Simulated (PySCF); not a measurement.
A structure optimised at PBE-D3(BJ)/def2-SVP, used in a PySCF frequency run:

```xyz
12

C     -2.3410    -0.6259     0.7231
C     -1.2193     0.1513     0.0293
O     -1.1300     1.5062     0.4782
Si     0.4805    -0.7086     0.2204
Cl     1.9187     0.2488    -0.9419
H     -2.1301    -0.7667     1.8058
H     -2.4819    -1.6315     0.2762
H     -3.2959    -0.0677     0.6369
H     -1.4407     0.2179    -1.0586
H     -0.9314     1.4799     1.4339
H      0.4483    -2.1608    -0.1725
H      0.8879    -0.5827     1.6652
```

Q: Write its SMILES and formula.

A: C[C@@H](O)[SiH2]Cl, C2H7ClOSi

Q: What are its rotational constants (standard atomic weights)?

A: 6.0069, 1.5951, 1.3632 GHz
